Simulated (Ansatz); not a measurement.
Abridged output of a molecular run in Ansatz:

```
Functional definition: HF
1624 factors; integrals over basis functions are off by at most 1.1e-3 eV
mean field evaluation 1: about -13010.4347 eV, gradient 4.2e1 eV
mean field evaluation 2: about -13010.7135 eV, gradient 4.2e1 eV
mean field evaluation 4: about -13015.2033 eV, gradient 3.8e0 eV
mean field evaluation 8: about -13015.2641 eV, gradient 3.1e-1 eV
mean field -13015.26453792 eV, -478.3021497055 hartree, gradient 3.1e-6 eV, S^2 0.000000; 0 other end points of the search recorded, 0 dependent functions left out
9 core orbitals not correlated: weight in the atoms' cores, before any rotation towards them, 1.000 or more for the frozen orbitals, at most 0.000 for the correlated occupied ones
reference -13015.26453792 eV, -478.3021497055 hartree; 15, 15 occupied and 254, 254 virtual orbitals, 1624 factors
second order -23.86052073 eV of doubles, -0.00000000 eV of singles
cycle   1  -24.34914044 eV  change   -4.9e-1 eV  update   1.1e-1
cycle   2  -24.96032376 eV  change   -6.1e-1 eV  update   3.1e-2
cycle   3  -25.08224806 eV  change   -1.2e-1 eV  update   1.6e-2
cycle   4  -25.06934838 eV  change    1.3e-2 eV  update   4.2e-3
cycle   5  -25.06930515 eV  change    4.3e-5 eV  update   1.8e-3
cycle   6  -25.06934766 eV  change   -4.3e-5 eV  update   5.8e-4
cycle   7  -25.06903936 eV  change    3.1e-4 eV  update   2.2e-4
cycle   8  -25.06904806 eV  change   -8.7e-6 eV  update   1.1e-4
cycle   9  -25.06909736 eV  change   -4.9e-5 eV  update   3.9e-5
cycle  10  -25.06909032 eV  change    7.0e-6 eV  update   1.4e-5
perturbative correction -1.05834764 eV, -0.0388935585 hartree
Total energy: -13041.39197588 eV, -479.2623153407 hartree
```

Its atoms:

```xyz
13

N    -0.9320    1.9169    0.3715
C    -0.4279    0.6302    0.2986
N    -1.1222   -0.2321    1.1253
C     0.6146    0.2815   -0.4921
Si    1.2004   -1.4153   -0.8383
H    -1.1878    2.2116    1.3023
H    -0.3808    2.6045   -0.1148
H    -2.1196   -0.0770    1.1335
H    -0.8857   -1.2044    1.0023
H     1.1436    1.1039   -0.9664
H     1.3818   -1.6559   -2.2980
H     0.2122   -2.4183   -0.3329
H     2.5034   -1.7457   -0.1910
```

**Question.** Which basis set was used?
A. def2-TZVPP
B. def2-SVP
C. def2-SVPD
D. cc-pV(Q+d)Z

**Answer.** A. It gives 278 functions.

**Question.** Write the keys of the input that set method, charge and spin (a neutral closed shell needs none for the last two).

**Answer.** 
```yaml
correlation: {method: ccsd_t}
```
